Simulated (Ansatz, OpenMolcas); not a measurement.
**CH4ClGa: a line through the functionals**

The species is CH4ClGa (7 atoms), meant as a singlet with charge 0. SMILES: `[CH3][GaH][Cl]`. Geometry: relaxed at PBE0-D4/def2-TZVP.

The HOMO–LUMO gap y, in eV, basis def2-SVP; a is the functional's share of exact exchange. Programs: Ansatz 0.2.0, OpenMolcas 26.06.

| functional | program | a | y (eV) |
| --- | --- | --- | --- |
| PBE | OpenMolcas | 0 | 4.65 |
| TPSS | OpenMolcas | 0 | 4.94 |
| B3LYP | OpenMolcas | 0.2 | 6.23 |
| PBE0 | Ansatz | 0.25 | ? |
| BHLYP | OpenMolcas | 0.5 | 8.69 |

**Question.** Fit y = c + s·a to the known rows and predict PBE0.

**Answer.** 
1. Means of the 4 rows: a = 0.1750, y = 6.128.
2. Σ(Δa)² = 0.1675, Σ(Δa·Δy) = 1.3017, so the slope is 1.3017/0.1675 = 7.7713.
3. Intercept: 6.128 − (7.7713) × 0.1750 = 4.768. The largest residual of the fit is 0.17.
4. PBE0: 4.768 + (7.7713) × 0.25 = 6.71 eV.

The run gave 6.77 eV, so the prediction is off by -0.06 eV, within the largest residual. Exact exchange lowers occupied levels and raises empty ones. The rows mix families of semi-local functionals, which the line can't see.
